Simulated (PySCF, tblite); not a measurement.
Isomers of C4H9FNSi2 (doublet state), one GFN2-xTB conformer each. Single-point energies are computed at B3LYP/pcH-1 (PySCF, gas phase, no added dispersion term), electronic only. GFN2-xTB treats the open shell by occupation alone, and not every SCF solution was tested for stability.

```csv
SMILES,GFN2-xTB relative energy (kcal/mol)
C#C[SiH]C[Si@@H](F)NC,0.0
C#C[SiH2][CH][Si@@H](F)NC,12.7
C#C[SiH2]C[Si@@H](F)[N]C,8.8
```

Conformers: `[CH:1]#[C:2][SiH:3][CH2:4][Si@@H:5]([F:6])[NH:7][CH3:8]` (doublet state) with C2–Si3–C4–Si5 -77°, Si3–C4–Si5–F6 -73°, C4–Si5–N7–C8 -172°; `[CH:1]#[C:2][SiH2:3][CH:4][Si@@H:5]([F:6])[NH:7][CH3:8]` (doublet state) with C2–Si3–C4–Si5 167°, Si3–C4–Si5–F6 27°, C4–Si5–N7–C8 -175°; `[CH:1]#[C:2][SiH2:3][CH2:4][Si@@H:5]([F:6])[N:7][CH3:8]` (doublet state) with C2–Si3–C4–Si5 -176°, Si3–C4–Si5–F6 51°, C4–Si5–N7–C8 81°.

Problem. What does B3LYP/pcH-1 give for the same structures?

Solution. 
| SMILES | B3LYP/pcH-1 E (Eh) | B3LYP/pcH-1 (kcal/mol) | GFN2-xTB (kcal/mol) | point group |
| --- | --- | --- | --- | --- |
| C#C[SiH]C[Si@@H](F)NC | -891.46656 | 0.0 | 0.0 | C1 |
| C#C[SiH2][CH][Si@@H](F)NC | -891.45361 | 8.1 | 12.7 | C1 |
| C#C[SiH2]C[Si@@H](F)[N]C | -891.43607 | 19.1 | 8.8 | C1 |

Both levels put the same isomer lowest; measured from each level's own lowest isomer, the values differ by up to 10.3 kcal/mol (C#C[SiH2]C[Si@@H](F)[N]C: 8.8 against 19.1). As drawn, the lowest has an N–H bond, which the highest lacks.

Problem. What happens when harmonic zero-point energies from GFN2-xTB frequencies are added?

Solution. 
| SMILES | ZPE (kcal/mol) | electronic (kcal/mol) | with ZPE (kcal/mol) |
| --- | --- | --- | --- |
| C#C[SiH]C[Si@@H](F)NC | 73.8 | 0.0 | 0.0 |
| C#C[SiH2][CH][Si@@H](F)NC | 70.9 | 8.1 | 5.2 |
| C#C[SiH2]C[Si@@H](F)[N]C | 70.6 | 19.1 | 15.9 |

The zero-point energies span 3.2 kcal/mol. The order is unchanged.
